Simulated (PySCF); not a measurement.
From one molecule to another.

First species: C₆H₅F₃N₂.
InChI=1S/C6H5F3N2/c1-4-5(6(7,8)9)2-3-10-11-4/h2-3H,1H3

Second species: C4H10OSi3.
InChI=1S/C4H10OSi3/c1-7-3-4(2-5)8(7)6/h2-3,7-8H,1,6H3/t7-,8-/m1/s1

Levels: PBE0/pcSseg-1 for dipole moment, HOMO energy, LUMO energy and HOMO–LUMO gap; GFN2-xTB for rotational constant A and rotational constant C. Geometries: GFN2-xTB. Each species is one conformer at its optimised geometry, gas phase, non-relativistic unless stated. Electronic properties by PySCF.

Dipoles, sizes and rotational constants follow the conformer. The torsions of the flexible species, by atom-mapped SMILES:
- `[CH3:1][c:2]1[n:3][n:4][cH:5][cH:6][c:7]1[C:8]([F:9])([F:10])[F:11]`: C6–C7–C8–F9 120°
- `[CH3:1][Si@@H:2]1[CH:3]=[C:4]([CH:5]=[O:6])[Si@@H:7]1[SiH3:8]`: C3–C4–C5–O6 -157°

Values for the first species:

| Quantity | Value |
| --- | --- |
| Dipole moment | 1.99 D |
| HOMO energy | -7.03 eV |
| LUMO energy | -2.07 eV |
| HOMO–LUMO gap | 4.96 eV |
| Rotational constant A | 1.953 GHz |
| Rotational constant C | 0.715 GHz |

(1) Estimate the same properties for the second species, and the change in each.

## Answers

(1) 
| property | first | second | second less first |
| --- | --- | --- | --- |
| dipole moment | 1.99 D | 3.16 D | +1.17 D |
| HOMO energy | -7.03 eV | -7.37 eV | -0.34 eV |
| LUMO energy | -2.07 eV | -2.10 eV | -0.03 eV |
| HOMO–LUMO gap | 4.96 eV | 5.27 eV | +0.31 eV |
| rotational constant A | 1.953 GHz | 1.394 GHz | -0.559 GHz |
| rotational constant C | 0.715 GHz | 0.642 GHz | -0.073 GHz |

On the first: The dipole matches unit charges of opposite sign 0.41 Å apart (1 e·Å = 4.8032 D).

On the second: In atomic units the dipole is 1.24 e·bohr (1 au = 2.5417 D).
